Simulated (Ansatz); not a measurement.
One geometry of Ga4N4H14, a cluster cut from wurtzite GaN (hydrogen-capped), several levels of theory.

```yaml
crystal:
  periodic: [false, false, false]
  atoms:
    - {symbol: Ga, position_ang: [-1.784609, -0.637252, -0.984748]}
    - {symbol: N, position_ang: [-1.249776, -1.237216, 0.900756]}
    - {symbol: Ga, position_ang: [1.439708, -1.229443, -0.988452]}
    - {symbol: N, position_ang: [-0.002360, -0.003669, -1.544730]}
    - {symbol: N, position_ang: [1.700647, -0.461694, 0.894002]}
    - {symbol: Ga, position_ang: [0.003007, 0.004391, 1.763458]}
    - {symbol: Ga, position_ang: [0.340201, 1.859401, -0.994236]}
    - {symbol: N, position_ang: [-0.446579, 1.705503, 0.892121]}
    - {symbol: H, position_ang: [-2.239088, -1.907169, -1.782976]}
    - {symbol: H, position_ang: [-2.763478, 0.570290, -0.693698]}
    - {symbol: H, position_ang: [-0.816104, -2.161937, 0.807578]}
    - {symbol: H, position_ang: [-2.091249, -1.385599, 1.463263]}
    - {symbol: H, position_ang: [0.884208, -2.680050, -0.691317]}
    - {symbol: H, position_ang: [2.763122, -0.990491, -1.793358]}
    - {symbol: H, position_ang: [-0.003952, -0.006224, -2.570829]}
    - {symbol: H, position_ang: [2.252789, -1.114604, 1.455549]}
    - {symbol: H, position_ang: [2.283902, 0.376184, 0.795906]}
    - {symbol: H, position_ang: [0.005534, 0.008260, 3.324772]}
    - {symbol: H, position_ang: [-0.532292, 2.884065, -1.797491]}
    - {symbol: H, position_ang: [1.875489, 2.104577, -0.704576]}
    - {symbol: H, position_ang: [-1.464292, 1.791215, 0.798469]}
    - {symbol: H, position_ang: [-0.154819, 2.511461, 1.450518]}
basis:
  gaussian: {orbitals: def2-SVP, initial_orbitals: start.molden}
hamiltonian: {xc: pbe, dispersion: d4}
scf: {omitted_lower_state_checks: [starts]}
output: {orbitals: {seedname: orbitals}}
```

The file start.molden holds the orbitals of an earlier run on this structure, at another level or in another basis.

```sh
$ ansatz run in.yaml --threads 2 --pin off --events-out ev --progress --plain --max-ram 22528MiB --backend cuda --devices 0, --max-vram 18GiB
```

Output, abridged:

```
Functional definition: PBE
2920 factors; their error is unknown
mean field evaluation 1: about -215634.2743 eV, gradient 1.4e1 eV
mean field evaluation 2: about -215634.7370 eV, gradient 3.5e-1 eV
mean field evaluation 4: about -215634.6085 eV, gradient 6.5e-4 eV
mean field -215634.60847393 eV, -7924.4256990296 hartree, gradient 9.7e-6 eV, S^2 0.000000; 0 other end points of the search recorded, 0 dependent functions left out
reference -215634.60853645 eV, -7924.4257013272 hartree; 83, 83 occupied and 171, 171 virtual orbitals, 2920 factors
Total energy: -215635.61051800 eV, -7924.4625234701 hartree
Checks for a lower state left out: starts
```

It took 2.8 s on 2 threads of AMD EPYC 7R13 on a shared host and a share (18 GiB) of an NVIDIA H100 80GB HBM3, peak host memory 0.93 GiB.

First input, but with `correlation: {method: ccsd_t}` and without the key `hamiltonian` (abridged; 7 s):

```
Functional definition: HF
mean field -215459.33627574 eV, -7917.9845645501 hartree, gradient 8.6e-7 eV, S^2 0.000000
40 core orbitals not correlated: weight in the atoms' cores, before any rotation towards them, 1.000 or more for the frozen orbitals, at most 0.000 for the correlated occupied ones
second order -43.86106489 eV of doubles, -0.00000000 eV of singles
cycle   1  -42.87079715 eV  change    9.9e-1 eV  update   1.7e-1
cycle   2  -44.41942189 eV  change    -1.5e0 eV  update   5.2e-2
cycle   3  -44.67128849 eV  change   -2.5e-1 eV  update   2.4e-2
cycle   4  -44.65382661 eV  change    1.7e-2 eV  update   4.9e-3
cycle   5  -44.65359852 eV  change    2.3e-4 eV  update   1.9e-3
cycle   6  -44.65402741 eV  change   -4.3e-4 eV  update   4.6e-4
cycle   7  -44.65382273 eV  change    2.0e-4 eV  update   1.9e-4
cycle   8  -44.65374224 eV  change    8.0e-5 eV  update   5.2e-5
perturbative correction -1.45676763 eV, -0.0535352229 hartree
Total energy: -215505.44678561 eV, -7919.6790945329 hartree
Checks for a lower state left out: starts
```

The first input with `gaussian: {orbitals: def2-TZVP, initial_orbitals: start.molden}`, `hamiltonian: {xc: pbe0, dispersion: d4}` (abridged; 4.4 s):

```
Functional definition: PBE0
mean field -215673.74355262 eV, -7925.8638866450 hartree, gradient 8.5e-6 eV, S^2 0.000000
Total energy: -215674.61200581 eV, -7925.8958017111 hartree
Checks for a lower state left out: starts
```

As the first input, with `gaussian: {orbitals: def2-TZVP, initial_orbitals: start.molden}`, `hamiltonian: {xc: {name: r2SCAN0}, dispersion: d4}`, `output: {forces: true, orbitals: {seedname: orbitals}}` (abridged; 4.6 s):

```
Functional definition: r2SCAN0
mean field -215700.75435869 eV, -7926.8565154594 hartree, gradient 7.8e-6 eV, S^2 0.000000
Total energy: -215701.05687541 eV, -7926.8676327436 hartree
Atom 0 force     0.160637    -0.013597     0.057813 eV/Å
Atom 1 force    -0.146870    -0.444591     0.193959 eV/Å
Atom 2 force    -0.068132     0.145259     0.059115 eV/Å
Atom 3 force    -0.000631    -0.001251    -0.374551 eV/Å
Atom 4 force     0.458699     0.096204     0.190376 eV/Å
Atom 5 force    -0.000339    -0.000465    -0.144531 eV/Å
Atom 6 force    -0.090914    -0.131671     0.060111 eV/Å
Atom 7 force    -0.311253     0.350090     0.191590 eV/Å
Atom 8 force     0.006622     0.044011     0.017973 eV/Å
Atom 9 force     0.024562    -0.027650    -0.007129 eV/Å
Atom 10 force    -0.213294     0.480550     0.032309 eV/Å
Atom 11 force     0.427204     0.102669    -0.282125 eV/Å
Atom 12 force     0.011174     0.035896    -0.007390 eV/Å
Atom 13 force    -0.041343    -0.016109     0.018259 eV/Å
Atom 14 force     0.000630     0.001296     0.525122 eV/Å
Atom 15 force    -0.304108     0.317486    -0.281304 eV/Å
Atom 16 force    -0.308658    -0.424833     0.034611 eV/Å
Atom 17 force    -0.000003    -0.000072    -0.047520 eV/Å
Atom 18 force     0.034658    -0.027861     0.018236 eV/Å
Atom 19 force    -0.036753    -0.007373    -0.007351 eV/Å
Atom 20 force     0.522457    -0.055246     0.032481 eV/Å
Atom 21 force    -0.124346    -0.422740    -0.280056 eV/Å
Dipole moment:     0.001531     0.002431     0.944310 e Å
Checks for a lower state left out: starts
```

As the first input, with `hamiltonian: {xc: pbe0, dispersion: d4}` (abridged; 3.3 s):

```
Functional definition: PBE0
mean field -215640.06537207 eV, -7924.6262363374 hartree, gradient 1.8e-5 eV, S^2 0.000000
Total energy: -215640.93382242 eV, -7924.6581512993 hartree
Checks for a lower state left out: starts
```

Geometry: r2SCAN-D4/def2-SVP.

Correlated methods freeze 40 core orbitals; core or outer-core shells of Ga are correlated, in sets that lack core-valence functions.
